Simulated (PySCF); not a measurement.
# `ClC1=C[Si@@H](C2CC2)C=C[SiH2]1`: 4 charge schemes on one density

Species: C7H11ClSi2.
Geometry (GFN2-xTB, Å), atoms numbered from 1 in this order:
```xyz
21
C7H11ClSi2 angstrom
Cl    -2.782    3.004    0.914
C     -1.996    1.530    0.395
C     -0.766    1.578   -0.095
Si     0.157    0.049   -0.685
C      1.738   -0.147    0.329
C      2.975    0.619   -0.048
C      2.928   -0.857   -0.254
C     -0.914   -1.487   -0.484
C     -2.148   -1.497    0.015
Si    -3.088    0.007    0.635
H     -0.258    2.532   -0.169
H      0.502    0.216   -2.111
H      1.598   -0.290    1.396
H      2.937    1.254   -0.921
H      3.599    1.010    0.741
H      2.857   -1.227   -1.265
H      3.520   -1.487    0.394
H     -0.477   -2.427   -0.806
H     -2.676   -2.444    0.082
H     -4.325    0.201   -0.131
H     -3.388   -0.121    2.068
```

Density: PBE0/pcSseg-1 (PySCF); schemes: Mulliken, IAO, Hirshfeld and ESP-fitted. The structure is a single GFN2-xTB conformer in the gas phase; no vibrational or solvent corrections.

Q: For which atoms does the sign change between the 4 schemes (beyond +0.03 e in one, beyond −0.03 e in another)?

A: For none.

Q: At which atom do the 4 schemes differ most?

A: At Si4: from +0.362 (Hirshfeld) to +0.958 e (Mulliken), 0.596 e apart.

Q: Which atoms carry the highest charge in the Mulliken, IAO, Hirshfeld and ESP-fitted schemes?

A: All schemes agree: Mulliken Si4 (+0.958); IAO Si4 (+0.910); Hirshfeld Si4 (+0.362); ESP-fitted Si4 (+0.664).

Q: Give the atomic charges in each scheme.

A: In e:

| atom | environment | Mulliken | IAO | Hirshfeld | ESP-fitted |
| --- | --- | --- | --- | --- | --- |
| Cl1 | vinyl chlorine | -0.090 | -0.053 | -0.045 | -0.104 |
| C2 | vinylic C–Cl carbon | -0.439 | -0.253 | -0.067 | -0.032 |
| C3 | alkene CH carbon | -0.298 | -0.427 | -0.147 | -0.390 |
| Si4 | SiH silicon | +0.958 | +0.910 | +0.362 | +0.664 |
| C5 | sp3 carbon bound to silicon | -0.549 | -0.422 | -0.134 | -0.320 |
| C6 | three-membered-ring carbon | -0.202 | -0.282 | -0.087 | -0.284 |
| C7 | three-membered-ring carbon | -0.202 | -0.282 | -0.088 | -0.289 |
| C8 | alkene CH carbon | -0.408 | -0.398 | -0.127 | -0.509 |
| C9 | alkene CH carbon | -0.407 | -0.407 | -0.131 | -0.114 |
| Si10 | SiH2 silicon | +0.791 | +0.756 | +0.320 | +0.354 |
| H11 | vinylic hydrogen | +0.128 | +0.167 | +0.047 | +0.184 |
| H12 | Si–H hydrogen | -0.075 | -0.129 | -0.078 | -0.100 |
| H13 | methine hydrogen | +0.152 | +0.155 | +0.045 | +0.188 |
| H14 | methylene hydrogen | +0.133 | +0.143 | +0.045 | +0.131 |
| H15 | methylene hydrogen | +0.133 | +0.151 | +0.049 | +0.152 |
| H16 | methylene hydrogen | +0.132 | +0.143 | +0.044 | +0.132 |
| H17 | methylene hydrogen | +0.133 | +0.151 | +0.049 | +0.154 |
| H18 | vinylic hydrogen | +0.126 | +0.153 | +0.045 | +0.205 |
| H19 | vinylic hydrogen | +0.127 | +0.151 | +0.043 | +0.126 |
| H20 | Si–H hydrogen | -0.072 | -0.114 | -0.073 | -0.072 |
| H21 | Si–H hydrogen | -0.069 | -0.114 | -0.073 | -0.077 |

Mean size of the charges over all atoms: IAO 0.274 e, Mulliken 0.268 e, ESP-fitted 0.218 e, Hirshfeld 0.100 e. Each set sums to the total charge, 0, to within 0.001 e. The ESP scheme fits charges at the nuclei, held to the total charge, to the electrostatic potential on points at 1.4 to 2.0 times the van der Waals radii. The IAO scheme counts the electrons in orthogonalised intrinsic atomic orbitals, a minimal basis polarised so that it spans the occupied orbitals exactly.

Q: How many electrons does the Hirshfeld scheme count on C6?

A: Z − q = 6 − (-0.087) = 6.087.

Q: Sum the charges by element, for elements with more than one atom.

A: 
```json
{"element": "C", "atoms": "7", "Mulliken": "-2.505", "IAO": "-2.472", "Hirshfeld": "-0.782", "ESP-fitted": "-1.937"}
{"element": "Si", "atoms": "2", "Mulliken": "+1.749", "IAO": "+1.666", "Hirshfeld": "+0.682", "ESP-fitted": "+1.018"}
{"element": "H", "atoms": "11", "Mulliken": "+0.846", "IAO": "+0.859", "Hirshfeld": "+0.143", "ESP-fitted": "+1.023"}
```

Q: How closely do the schemes follow one another over all atoms?

A: Correlation coefficient and root-mean-square difference: IAO with Hirshfeld 0.99, 0.219 e; Mulliken with IAO 0.98, 0.067 e; Mulliken with Hirshfeld 0.97, 0.234 e; IAO with ESP-fitted 0.93, 0.137 e; Hirshfeld with ESP-fitted 0.91, 0.158 e; Mulliken with ESP-fitted 0.89, 0.173 e.
